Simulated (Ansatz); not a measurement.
HfO₂, relaxed as a singlet with RKS B3LYP-D4/def2-TZVP in Ansatz, starting from the GFN1-xTB geometry. Force threshold 0.02 eV/Å.

In the def2 sets Hf takes a core potential; there is no spin–orbit coupling. The structure comes from a short search, and lower isomers may exist.

Start:

```xyz
3

Hf    0.194   -0.346    0.426
O     1.201    1.019   -0.116
O    -1.395   -0.673   -0.310
```

Problem. Estimate the energy that the relaxation releases and the steps that it takes.

Solution. 0.21 eV, in 4 steps; 3.7 s on 4 threads of Arm Neoverse V2 on a shared host. No frequencies were taken in this run, so the end may be a saddle point.

Problem. Does the start keep its bonding and symmetry?

Solution. By distances, no bond broke or formed. The bond that changes most is Hf1–O3, from 1.78 to 1.79 Å (atoms count from 1). Point group C2v at the start, C2v at the end, both within 0.05 Å.

Problem. Predict the relaxed structure.

Solution. 
```xyz
3

Hf    0.2337   -0.4177    0.5141
O     1.0921    0.9969   -0.1664
O    -1.3258   -0.5792   -0.3477
```
Bond lengths: 2 × Hf–O 1.79 Å.
